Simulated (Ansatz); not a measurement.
CH₄GeO₂Zn, one more setting.

```yaml
crystal:
  periodic: [false, false, false]
  atoms:
    - {symbol: O, position_ang: [-0.112528, 1.823011, -0.777346]}
    - {symbol: C, position_ang: [0.554258, 0.714423, -0.310660]}
    - {symbol: Zn, position_ang: [1.056656, -0.994528, -1.409559]}
    - {symbol: O, position_ang: [0.186995, -2.134633, -0.166876]}
    - {symbol: Ge, position_ang: [-0.379697, -0.738259, 0.756973]}
    - {symbol: H, position_ang: [-0.974141, 1.562794, -1.114862]}
    - {symbol: H, position_ang: [1.476665, 1.062570, 0.158924]}
    - {symbol: H, position_ang: [-1.904353, -0.501232, 0.641791]}
    - {symbol: H, position_ang: [0.096145, -0.794136, 2.221595]}
basis:
  gaussian: {orbitals: aug-cc-pVTZ, point_charges: [{charge: 1.00, position_ang: [4.124, -0.286, -0.810]}]}
hamiltonian: {xc: {name: wPBEh}}
output: {forces: true}
```

```sh
$ ansatz run in.yaml --threads 2 --pin off --events-out ev --progress --plain --max-ram 32768MiB --backend cuda --devices 0, --max-vram 18GiB
```

Shortened log:

```
Functional definition: wPBEh
2084 factors; their error is unknown
129 factors; integrals over basis functions are off by at most 5.5e-6 eV
mean field evaluation 1: about -110101.2507 eV, gradient 9.6e1 eV
mean field evaluation 2: about -109924.1672 eV, gradient 2.6e2 eV
mean field evaluation 4: about -110113.9694 eV, gradient 4.7e1 eV
mean field evaluation 8: about -110118.5884 eV, gradient 6.7e-1 eV
mean field evaluation 16: about -110118.9027 eV, gradient 1.2e-2 eV
mean field -110118.90273406 eV, -4046.7950342037 hartree, gradient 4.6e-5 eV, S^2 0.000000; 0 other end points of the search recorded, 0 dependent functions left out
reference -110118.90284577 eV, -4046.7950383090 hartree; 44, 44 occupied and 338, 338 virtual orbitals, 2084 factors
Total energy: -110118.90284577 eV, -4046.7950383090 hartree
Atom 0 at    -0.112528     1.823011    -0.777346 Å, force     0.935169    -1.292140     0.297069 eV/Å
Atom 1 at     0.554258     0.714423    -0.310660 Å, force    -0.225783     2.030178     0.053588 eV/Å
Atom 2 at     1.056656    -0.994528    -1.409559 Å, force     0.620361    -0.714614     0.158476 eV/Å
Atom 3 at     0.186995    -2.134633    -0.166876 Å, force     0.328774     0.503583    -0.405121 eV/Å
Atom 4 at    -0.379697    -0.738259     0.756973 Å, force    -0.611945    -0.875674     0.414448 eV/Å
Atom 5 at    -0.974141     1.562794    -1.114862 Å, force    -0.194908     0.072652    -0.105617 eV/Å
Atom 6 at     1.476665     1.062570     0.158924 Å, force    -0.129972     0.114680     0.076370 eV/Å
Atom 7 at    -1.904353    -0.501232     0.641791 Å, force     0.208081     0.107736    -0.103590 eV/Å
Atom 8 at     0.096145    -0.794136     2.221595 Å, force     0.134939     0.181185    -0.171262 eV/Å
Dipole moment:    -1.416460     0.421219    -0.018496 e Å
```

Hardware: 2 threads of an AMD EPYC 7R13 on a shared host and a share of an NVIDIA H100 80 GB. Wall time 13 s, peak host memory 1.1 GiB.
